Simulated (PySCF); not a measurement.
B(Me)(OMe)(NH2), C2H8BNO, SMILES COB(C)N, PBE0/def2-SVP optimised geometry.

```
13

B      0.22    -0.16     0.00
C      1.80    -0.16     0.00
H      2.18     0.39     0.88
H      2.18     0.38    -0.89
H      2.25    -1.17     0.01
O     -0.40     1.07     0.00
C     -1.78     1.19     0.00
H     -2.25     0.74     0.89
H     -2.04     2.26     0.00
H     -2.25     0.74    -0.90
N     -0.53    -1.36     0.00
H     -1.54    -1.40     0.00
H     -0.08    -2.26     0.00
```

Density from PBE0/def2-TZVP (PySCF) at that geometry.

Minimum of the electron density along straight lines between bonded atoms, close to the bond critical point (lines longer than 1.1 times the sum of covalent radii, or with two minima, are not listed):

```
bond     length / Å  ρ at the minimum / e bohr⁻³  ∇²ρ there / e bohr⁻⁵  position (fraction from the first atom)
-------  ----------  ---------------------------  --------------------  ---------------------------------------
B1–C2         1.579                        0.186                 -0.31                                     0.33
C2–H3         1.102                        0.265                 -0.86                                     0.64
C2–H4         1.102                        0.265                 -0.86                                     0.64
C2–H5         1.100                        0.267                 -0.88                                     0.64
B1–O6         1.375                        0.200                  0.91                                     0.33
O6–C7         1.394                        0.270                 -0.56                                     0.65
C7–H8         1.107                        0.274                 -0.94                                     0.64
C7–H9         1.100                        0.280                 -0.98                                     0.65
C7–H10        1.107                        0.274                 -0.94                                     0.64
B1–N11        1.412                        0.206                  0.55                                     0.33
N11–H12       1.010                        0.337                 -1.69                                     0.74
N11–H13       1.010                        0.338                 -1.70                                     0.74
```
